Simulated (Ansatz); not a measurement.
The same path of CH6BGeI (10 atoms, charge 0, multiplicity 1) was run 3 times with different band settings. The coordinate that changes most is the dihedral I4–B2–Ge3–H8.

Method: Ansatz, RKS B3LYP/def2-SVP.

Relaxed end points:

```xyz
10
Properties=species:S:1:pos:R:3
C -0.425 1.381 -0.671
B -0.533 -0.154 -0.403
Ge 0.777 -1.151 0.876
I -2.085 -1.303 -1.365
H 0.597 1.623 -1.019
H -0.532 1.918 0.292
H -1.152 1.794 -1.385
H 0.496 -2.661 1.000
H 0.707 -0.529 2.293
H 2.235 -0.969 0.386
```

```xyz
10
Properties=species:S:1:pos:R:3
C -0.403 1.427 -0.639
B -0.508 -0.111 -0.406
Ge 0.759 -1.176 0.861
I -2.035 -1.254 -1.421
H 0.623 1.675 -0.972
H -0.511 1.942 0.336
H -1.123 1.858 -1.348
H 1.806 -0.261 1.541
H 1.522 -2.268 0.078
H -0.046 -1.883 1.974
```

Common settings: climbing image yes; spring 5.0 eV/Å²; start path IDPP; force threshold 0.05 eV/Å; end points relaxed.

| run | movable images | optimiser | iteration limit |
| --- | --- | --- | --- |
| 1 | 7 | quadratic models (default) | 39 |
| 2 | 1 | quadratic models (default) | 60 |
| 3 | 7 | fire | 46 |

Problem. What does each run give, and how far can it be trusted?

Solution. Run 1: converged after 5 iterations, highest image 0.000 eV above the first end. The highest image is an end point: on this band no image between the ends rises above it. Between wells the path still climbs a hump at image 5, 0.01 eV above the well before it.
Run 2: converged after 6 iterations, highest image 0.000 eV above the first end. The highest image is an end point: on this band no image between the ends rises above it. So few images can step over the top or miss a turn of the path.
Run 3: converged after 26 iterations, highest image 0.000 eV above the first end. The highest image is an end point: on this band no image between the ends rises above it. Between wells the path still climbs a hump at image 5, 0.01 eV above the well before it.
